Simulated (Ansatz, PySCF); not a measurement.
H₉N₃Si₃, SMILES N1[SiH2]N[SiH2]N[SiH2]1. Atoms are numbered in the order given.

```xyz
15

Si     0.2648     1.6822     0.0000
N     -0.2703     0.8332    -1.4345
Si    -0.0967    -0.8912    -1.5831
N      0.4210    -1.4235     0.0000
Si    -0.0967    -0.8912     1.5831
N     -0.2703     0.8332     1.4345
H     -0.3459     3.0419     0.0000
H      1.7493     1.7951     0.0000
H     -0.9183     1.3139    -2.0524
H     -1.3985    -1.4580    -2.0543
H      0.9578    -1.3570    -2.5342
H      1.1506    -2.1322     0.0000
H      0.9578    -1.3570     2.5342
H     -1.3985    -1.4580     2.0543
H     -0.9183     1.3139     2.0524
```

Geometry: B3LYP-D3(BJ)/def2-SVP.

Vertical ionisation energy (IE) and electron affinity (EA) in eV. Rows of orbital energies are one-electron estimates. Where ΔSCF, EOM or ADC give a negative EA the extra electron is unbound and the value depends on the basis.

```json
[
 {"level": "−ε(HOMO), −ε(LUMO), r2SCAN/def2-TZVP (PySCF)", "IE": "6.16", "EA": "0.08"},
 {"level": "ΔSCF, PBE0/def2-SVPD (Ansatz), final states of multiplicity 2 and 2", "IE": "8.96", "EA": "-1.36"}
]
```

What vertical singlet–triplet gap does ΔSCF give with PBE0/def2-SVPD (Ansatz, an electronic-structure program)? (Estimate from the structure and the level; the computed values follow.)

6.00 eV (triplet above singlet where positive).
